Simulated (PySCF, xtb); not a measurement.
C₄H₅NSi, SMILES C#C[C@@H]([SiH3])C#N.

GFN2-xTB run with xtb at its own geometry gives an orbital gap of 4.86 eV and a dipole moment of 4.02 D.

Geometry optimised at ωB97X-D3(BJ)/def2-SVP. The structure was generated by enumeration; whether it is a known compound was not checked.

Problem. What does PBE/def2-TZVP in PySCF give? (An estimate is asked for; the answer gives what the named calculation found.)

Solution. gap 5.79 eV (levels -6.97 and -1.17 eV), dipole 3.78 D.
